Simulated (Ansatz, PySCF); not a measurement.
Species: sum formula BHCl, net charge 0, doublet state. It need not be the lowest isomer of its formula. 
Coordinates optimised at B3LYP-D3(BJ)/def2-TZVP (Ansatz, a first-principles code):
```
B
H 1 1.1892
Cl 1 1.7169 2 123.67
```
Charge 0, spin multiplicity 2.

Total electronic energies in hartree. Cores are frozen in the correlated levels unless marked. UHF or UKS for open shells. Spin-orbit coupling is left out. No relativistic terms. Basis-set limits of correlation are two-point, X^-3; Hartree-Fock from the larger set. The bracket is a focal-point correction in the basis named.

| level | program | energy (Eh) |
|---|---|---|
| HF/def2-SVPD | Ansatz | -484.57154 |
| HF-D3(BJ)/def2-TZVPD | PySCF + dftd3 | -484.76538 |
| HF-D4/def2-TZVPD | PySCF + dftd4 | -484.75592 |
| RI-HF/def2-TZVPP | Ansatz | -484.75076 |
| PBE/def2-TZVPD | Ansatz | -485.38286 |
| PBE-D3(BJ)/def2-TZVPD | Ansatz + dftd3 | -485.38418 |
| BLYP-D4/def2-TZVPD | Ansatz + dftd4 | -485.60422 |
| revPBE/def2-TZVPD | Ansatz | -485.52741 |
| TPSS-D3(BJ)/def2-TZVPD | PySCF + dftd3 | -485.64982 |
| r2SCAN-D3(BJ)/def2-TZVPD | Ansatz + dftd3 | -485.56973 |
| r2SCAN-D4/def2-TZVPD | Ansatz + dftd4 | -485.56967 |
| CAM-B3LYP-D4/def2-TZVPD | Ansatz + dftd4 | -485.61121 |
| RPA@PBE/cc-pV(Q+d)Z | Ansatz | -485.26552 |
| MP2/cc-pV(T+d)Z | Ansatz | -485.02327 |
| MP2/def2-QZVPP | Ansatz | -485.05364 |
| CCSD/cc-pV(D+d)Z | Ansatz | -484.96408 |
| CCSD/CBS(def2-TZVPPD,def2-QZVPPD) | Ansatz | -485.0943 |
| CCSD(T)/aug-cc-pV(T+d)Z | Ansatz | -485.06885 |
| CCSD(T)/cc-pV(Q+d)Z | Ansatz | -485.09197 |
| RI-MP2/CBS(def2-TZVPP,def2-QZVPP)+[CCSD(T)-MP2]/def2-SVP | Ansatz | -485.1010 |
| RI-MP2/CBS(def2-TZVPPD,def2-QZVPPD)+[CCSD(T)-MP2]/def2-SVPD | Ansatz | -485.1021 |
| RI-MP2/CBS(cc-pV(T+d)Z,cc-pV(Q+d)Z)+[CCSD(T)-MP2]/cc-pV(T+d)Z | Ansatz | -485.1100 |
| CCSD(T)/CBS(aug-cc-pV(T+d)Z,aug-cc-pV(Q+d)Z) | Ansatz | -485.1092 |

Totals of different functionals don't rank their quality; only differences between species are comparable.
